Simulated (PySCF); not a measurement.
PbHBr, SMILES [Br][PbH] (connectivity only; charge and spin as stated), neutral, multiplicity 1.

Geometry optimised at PBE0-D3(BJ)/def2-TZVP. The def2 effective core potentials stand for the cores of Pb; spin–orbit coupling is left out.

All values below come from B3LYP/def2-TZVPD run with PySCF.

The molecule is in vacuum.

The total energy is -2767.77065 hartree and the point group comes out as Cs. The highest occupied level is -6.86 eV and the lowest empty level is -3.34 eV. The orbital gap is 3.52 eV and the dipole moment is 3.65 D. The quadrupole, principal values (traceless, Buckingham form, about the centre of nuclear charge) is -5.05, -1.40, 6.45 D·Å and the mean static polarisability comes out as 71.5 bohr³ (10.59 Å³). The polarisability, principal values is 50.7, 69.3, 94.4 bohr³.
